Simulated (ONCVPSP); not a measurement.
## What the settings do to the ONCV potential of gallium (Ga)

Base potential:

| Property | Result |
| --- | --- |
| Element | Ga (Z = 31) |
| Generator | ONCVPSP 4.0.1 |
| Type | optimised norm-conserving Vanderbilt (ONCV) |
| Functional | PBE |
| Relativity | scalar-relativistic |
| Frozen core | [Ar] 3d10 |
| Valence charge | 3 |
| Reference configuration | 4s1.75 4p1.25 |
| Partial waves | 4s: rc 2.05 bohr, ncon 4, nbas 8, qcut 3.8 1/bohr, 3 projectors, debl 0.8 Ha; 4p: rc 2.65 bohr, ncon 3, nbas 8, qcut 2.8 1/bohr, 2 projectors, debl 3.7 Ha; d scattering state at 0.41 Ha: rc 2.85 bohr, ncon 3, nbas 6, qcut 3.9 1/bohr, 1 projector |
| Local potential | polynomial inside 1.90 bohr (lpopt 4, dvloc0 4 Ha) |
| Core correction | Teter function, fcfact 4.5, rcfact 1.15 |

All-electron outer shells of the reference configuration (PBE, scalar-relativistic, ld1.x):

```json
{"shell": "3p", "level (eV)": "-99.37", "outermost node (bohr)": "0.24", "outermost maximum (bohr)": "0.56"}
{"shell": "3d", "level (eV)": "-19.65", "outermost node (bohr)": "–", "outermost maximum (bohr)": "0.53"}
{"shell": "4s", "level (eV)": "-9.24", "outermost node (bohr)": "0.81", "outermost maximum (bohr)": "1.90"}
{"shell": "4p", "level (eV)": "-2.78", "outermost node (bohr)": "0.87", "outermost maximum (bohr)": "2.53"}
```

Cutoffs, loose and tight: the cutoffs (Ha) at which the residual kinetic energy of the hardest occupied pseudo-wave falls to 1 and 0.1 mHa per electron. They do not see the model core or the augmentation charge, which bear on the density cutoff. Test errors are all-electron minus pseudo excitation energies from the reference, over the configurations 4s2 4p1; 4s2 4p0; 4s1 4p0; 4s1 4p2. A dash means not determined; rows that change the core or the reference have their own tests.

A true bound ghost makes a file unfit for plane-wave use even where its test errors are small: the radial tests pick states by their node count and pass the ghost by.

| change | outcome | cutoff, loose | cutoff, tight | bound ghosts | GHOST(+) flags above zero | largest test error (meV) |
| --- | --- | --- | --- | --- | --- | --- |
| base | generated | 6.4 Ha | 21 Ha | none | s | +15 |

Q: What comes out with this change to the base: all radii but the core radius scaled by about 0.81 (s 1.64, p 2.14, d 2.30 bohr); local potential polynomial inside 1.52 bohr (lpopt 4, dvloc0 4 Ha)?

A: outcome: generated; cutoff, loose: 7.4 Ha; cutoff, tight: 25 Ha; bound ghosts: s; GHOST(+) flags above zero: s; largest test error (meV): +19.

Q: What comes out with this change to the base: core [Ar], valence charge 13; reference 3d10 4s2 4p0.5; waves now 4s: rc 1.75 bohr, ncon 4, nbas 9, qcut 4.2 1/bohr, 1 projector; 4p: rc 2.05 bohr, ncon 4, nbas 7, qcut 3.8 1/bohr, 2 projectors, debl 0.9 Ha; 3d: rc 1.25 bohr, ncon 4, nbas 9, qcut 10.3 1/bohr, 2 projectors, debl 0.6 Ha; f scattering state at 0.14 Ha: rc 2.20 bohr, ncon 3, nbas 7, qcut 5.3 1/bohr, 2 projectors, debl 3.4 Ha; local potential polynomial inside 1.25 bohr (lpopt 5, dvloc0 6 Ha)?

A: outcome: generated, projector energies reset by the program; cutoff, loose: 54 Ha; cutoff, tight: 187 Ha; bound ghosts: none; GHOST(+) flags above zero: none; largest test error (meV): -89.

Q: What comes out with this change to the base: core correction Teter function, fcfact 6.8, rcfact 1.15?

A: outcome: generated; cutoff, loose: 6.4 Ha; cutoff, tight: 21 Ha; bound ghosts: none; GHOST(+) flags above zero: s; largest test error (meV): -36.
